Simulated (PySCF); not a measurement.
Job file and geometry (Å, from GFN2-xTB) of an NMR shielding run on C$_{4}$H$_{14}$BNO$_{2}$, GIAO PBE0/pcSseg-1 NMR shielding, non-relativistic, gas phase (PySCF); density fitting, a coarse starting grid and PySCF grid level 2 are the driver's defaults:

```
$ OMP_NUM_THREADS=1 python probes_run.py task.json out

{"job": {"kind": "nmr", "xc": "PBE0", "basis": "pcSseg-1"}, "charge": 0, "multiplicity": 1}
C      1.525106    -0.643247     0.496910
N      1.903907     0.662932     0.007413
C      3.279418     0.967449     0.319547
B      1.070549     1.551854    -0.697062
O     -0.224900     1.333855    -0.998867
O     -1.825285    -0.875485     0.102705
C     -2.395574    -0.247802     1.227663
C     -2.788236    -1.338212    -0.813889
H      0.491665    -0.869113     0.248798
H      2.163771    -1.416872     0.054011
H      1.641691    -0.694170     1.586382
H      3.439776     0.962855     1.404451
H      3.952848     0.224883    -0.124918
H      3.535594     1.949544    -0.068017
H      1.517218     2.575542    -1.059602
H     -0.613425     0.511486    -0.684635
H     -3.037402    -0.942368     1.781489
H     -2.987125     0.625473     0.931505
H     -1.571116     0.070778     1.862018
H     -3.440883    -2.088150    -0.352205
H     -3.404464    -0.512857    -1.187131
H     -2.243544    -1.788991    -1.640554
```

Question: Write the output of this run.

Answer: 
```
coarse grid: 17344 points
cycle   1  E = -390.2779977829  dE =  6.779e-01  |g| = 7.887e-01  |ddm| = 3.734e+00
cycle   2  E = -390.1676100784  dE =  1.104e-01  |g| = 1.122e+00  |ddm| = 1.397e+00
cycle   3  E = -390.3942091961  dE = -2.266e-01  |g| = 1.114e-01  |ddm| = 8.719e-01
cycle   4  E = -390.3964049836  dE = -2.196e-03  |g| = 4.695e-02  |ddm| = 1.082e-01
cycle   5  E = -390.3968472885  dE = -4.423e-04  |g| = 1.596e-02  |ddm| = 4.138e-02
cycle   6  E = -390.3968977295  dE = -5.044e-05  |g| = 3.483e-03  |ddm| = 1.130e-02
cycle   7  E = -390.3968999157  dE = -2.186e-06  |g| = 9.243e-04  |ddm| = 2.232e-03
final grid: 164656 points
cycle   8  E = -390.4613354786  dE = -4.207e-05  |g| = 1.384e-02  |ddm| = 2.693e-02
cycle   9  E = -390.4613007687  dE =  3.471e-05  |g| = 1.959e-02  |ddm| = 1.937e-02
cycle  10  E = -390.4613730013  dE = -7.223e-05  |g| = 1.948e-03  |ddm| = 1.192e-02
cycle  11  E = -390.4613738012  dE = -7.998e-07  |g| = 1.913e-04  |ddm| = 1.443e-03
cycle  12  E = -390.4613738057  dE = -4.535e-09  |g| = 1.251e-04  |ddm| = 2.080e-04
cycle  13  E = -390.4613738086  dE = -2.933e-09  |g| = 3.286e-05  |ddm| = 1.050e-04
cycle  14  E = -390.4613738088  dE = -2.119e-10  |g| = 7.219e-06  |ddm| = 2.862e-05
converged SCF energy = -390.4613738088

GIAO shielding tensors (ppm)
atom      isotropic    diamagn.    paramagn.     s11        s22        s33       span
  0 C      150.751     252.578    -101.827    126.011    141.695    184.546     58.535
  1 N      180.404     328.392    -147.988     95.844    215.397    229.972    134.127
  2 C      143.249     241.323     -98.074    122.205    122.662    184.881     62.676
  3 B       75.912     199.326    -123.414     51.873     82.595     93.266     41.393
  4 O      226.665     395.884    -169.219    133.199    225.216    321.581    188.382
  5 O      325.626     402.805     -77.179    304.909    312.201    359.767     54.857
  6 C      125.428     245.571    -120.143     95.807     97.762    182.715     86.907
  7 C      124.998     242.692    -117.694     94.497     96.377    184.120     89.622
  8 H       27.956      36.273      -8.317     21.391     26.899     35.578     14.188
  9 H       29.512      32.927      -3.415     25.516     27.248     35.772     10.256
 10 H       29.500      33.635      -4.134     26.158     26.937     35.406      9.247
 11 H       29.159      27.836       1.322     24.966     26.998     35.511     10.545
 12 H       29.165      27.380       1.785     25.059     26.830     35.607     10.548
 13 H       28.443      28.170       0.272     24.382     27.097     33.849      9.467
 14 H       27.808      33.002      -5.194     24.606     28.561     30.257      5.651
 15 H       26.382      37.504     -11.123     16.586     21.644     40.914     24.328
 16 H       28.401      28.967      -0.566     24.976     25.785     34.443      9.467
 17 H       28.415      30.297      -1.882     24.720     26.648     33.876      9.155
 18 H       27.821      32.397      -4.576     23.405     27.133     32.924      9.518
 19 H       28.338      27.463       0.875     24.632     25.831     34.552      9.921
 20 H       28.364      28.691      -0.327     24.477     26.468     34.147      9.670
 21 H       27.735      30.028      -2.293     23.639     25.717     33.849     10.210
```

Size and cost of the density-fitted run: 206 basis functions, 84 s wall time on 1 thread of an Arm Neoverse N1, shared host; peak memory 0.93 GiB.
